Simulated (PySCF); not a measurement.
Molecule: `InChI=1S/C4H14OSi2/c1-6(2)5-7(3)4/h6-7H,1-4H3`.

Structure with atom numbers: `[CH3:1][SiH:2]([CH3:3])[O:4][SiH:5]([CH3:6])[CH3:7]`. Each H is labelled by its parent atom.

Geometry PBE0-D3(BJ)/def2-SVP throughout; GIAO in PySCF 2.14, gas phase, one conformer, non-relativistic; equivalent atoms averaged; functional PBE0.

**Question.** How do the absolute shieldings σ depend on the basis set? (ppm; last column core-seconds on shared hosts with different chips, so compare them loosely)

**Answer.** 
```csv
basis set,functions,C1/C3/C6/C7,Si2/Si5,O4,H(Si2)/H(Si5),H(C1)/H(C3)/H(C6)/H(C7),core-s
STO-3G,57,235.5,524.6,493.2,30.00,32.69,8.3
pcSseg-0,99,191.2,356.6,325.4,27.04,32.71,18
6-31G,99,196.4,424.8,312.7,27.42,32.33,18
6-31G*,134,191.2,407.5,280.8,26.62,31.81,24
cc-pVDZ,176,193.9,418.3,286.9,26.21,31.15,44
def2-SVP,176,191.5,415.3,282.8,26.28,31.24,38
pcSseg-1,203,182.1,350.1,272.6,26.29,31.09,55
"6-311+G(2d,p)",289,184.1,342.4,262.7,26.22,31.33,69
aug-cc-pVDZ,295,192.8,408.4,280.8,26.15,31.17,99
def2-TZVP,313,184.5,331.6,257.4,26.16,31.32,110
```

**Question.** Which nucleus moves most, in ppm?

**Answer.** O4 (oxygen bonded to 2 Si): from 257.4 ppm with def2-TZVP to 493.2 ppm with STO-3G. The smallest spread is 1.62 ppm, at H(C1)/H(C3)/H(C6)/H(C7). Proton shifts span only some 12 ppm, so a few tenths of a ppm matter as much there as several ppm in carbon.

**Question.** Taking the largest basis, def2-TZVP (313 functions), as the yardstick, rank the others by their worst heavy-atom deviation.

**Answer.** 6-311+G(2d,p) 10.8 ppm (289 functions), pcSseg-1 18.5 ppm (203 functions), pcSseg-0 68.0 ppm (99 functions), 6-31G* 75.9 ppm (134 functions), aug-cc-pVDZ 76.8 ppm (295 functions), def2-SVP 83.7 ppm (176 functions), cc-pVDZ 86.6 ppm (176 functions), 6-31G 93.2 ppm (99 functions), STO-3G 235.8 ppm (57 functions).

A small basis that lands close on one nucleus may do so by chance; judge by the trend and by all nuclei.
